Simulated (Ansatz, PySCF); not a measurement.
Process, species as SMILES: CCCCF -> [CH2]CC + [CH2]F (the C-C bond at the site shown breaks; other sites are not compared here)
Geometries: B3LYP-D3(BJ)/def2-TZVP minima from Ansatz (a quantum-chemistry and plane-wave program), one conformer each, not searched for the lowest. Frequencies are from Ansatz or PySCF.

Wanted: bond dissociation energy (enthalpy at 298 K, with B3LYP-D3(BJ) rigid-rotor harmonic-oscillator terms), in kcal/mol. Valence correlation only, unless marked. UHF or UKS for open shells. No spin-orbit coupling. No relativistic terms. Basis-set limits of correlation are two-point, X^-3; Hartree-Fock from the larger set. The bracket is a focal-point correction in the basis named.

```json
[
 {"level": "BLYP/def2-TZVPD", "program": "Ansatz", "bond dissociation energy (kcal/mol)": "[?]"},
 {"level": "revPBE-D4/def2-TZVPD", "program": "Ansatz + dftd4", "bond dissociation energy (kcal/mol)": "86.4"},
 {"level": "r2SCAN/def2-TZVPD", "program": "Ansatz", "bond dissociation energy (kcal/mol)": "83.0"},
 {"level": "B97M-V/def2-TZVPD", "program": "Ansatz", "bond dissociation energy (kcal/mol)": "[?]"},
 {"level": "CAM-B3LYP-D3(BJ)/def2-TZVPD", "program": "Ansatz + dftd3", "bond dissociation energy (kcal/mol)": "88.0"},
 {"level": "B2PLYP-D3(BJ)/def2-TZVPD", "program": "Ansatz + dftd3", "bond dissociation energy (kcal/mol)": "88.9"},
 {"level": "B2PLYP/def2-TZVPD", "program": "Ansatz", "bond dissociation energy (kcal/mol)": "87.6"},
 {"level": "RPA@PBE/cc-pVTZ", "program": "Ansatz", "bond dissociation energy (kcal/mol)": "[?]"},
 {"level": "RI-MP2/CBS(cc-pVTZ,cc-pVQZ)+[CCSD(T)-MP2]/cc-pVTZ", "program": "Ansatz", "bond dissociation energy (kcal/mol)": "93.3"}
]
```

Q: Fill in the missing entries.

A: 
- BLYP/def2-TZVPD, bond dissociation energy (kcal/mol): 81.0
- B97M-V/def2-TZVPD, bond dissociation energy (kcal/mol): 89.8
- RPA@PBE/cc-pVTZ, bond dissociation energy (kcal/mol): 89.7
